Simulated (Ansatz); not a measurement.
Computed with Ansatz.

A structure relaxed at PBE0-D4/def2-TZVP, charge 0, multiplicity 1:

```xyz
13

C    -2.248   -0.032    0.174
O    -1.001    0.332    0.727
B     0.187    0.078    0.148
Al    0.565   -0.959   -1.705
Si    1.816    0.774    1.165
H    -2.834    0.871   -0.007
H    -2.780   -0.666    0.886
H    -2.116   -0.576   -0.769
H     0.917   -0.165   -3.043
H     0.684   -2.549   -1.753
H     2.962   -0.170    1.004
H     1.600    0.999    2.623
H     2.249    2.064    0.550
```

**Question.** Give its formula and SMILES.

**Answer.** CH8AlBOSi, `CO[B]([AlH2])[SiH3]`.

**Question.** Point group (tolerance 0.08 Å, 0.16 Å for H)?

**Answer.** C1.

**Question.** Summarise the bond lengths by kind.

**Answer.** 1 × C–O 1.411 Å; 3 × C–H 1.091 to 1.097 Å; 1 × B–O 1.345 Å; 1 × Al–B 2.157 Å; 1 × B–Si 2.043 Å; 2 × Al–H 1.595 to 1.596 Å; 3 × H–Si 1.490 to 1.494 Å.
